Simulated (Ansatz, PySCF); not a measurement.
Species: silicon monosulfide, SiS, charge 0, multiplicity 1. 
Coordinates optimised at B3LYP-D3(BJ)/def2-TZVP (Ansatz, an electronic-structure program):
SMILES: [Si]=S
```xyz
2

Si     0.0000     0.0000    -1.0336
S      0.0000     0.0000     0.9044
```

Dipole moments at this geometry, in debye (magnitudes).

| level | program | dipole (D) |
|---|---|---|
| HF/def2-TZVPD | PySCF | 2.32 |
| BP86/def2-TZVPD | PySCF | 1.57 |
| TPSS/def2-TZVPD | PySCF | 1.56 |
| r2SCAN/def2-TZVPD | Ansatz | 1.58 |
| BHLYP/def2-TZVPD | Ansatz | 2.05 |
| PW6B95/def2-TZVPD | PySCF | 1.83 |
| LC-wPBE/def2-TZVPD | Ansatz | 1.99 |
| wB97M-V/def2-TZVPD | Ansatz | 2.02 |
| CCSD(T)/aug-cc-pV(D+d)Z | Ansatz | 1.59 |
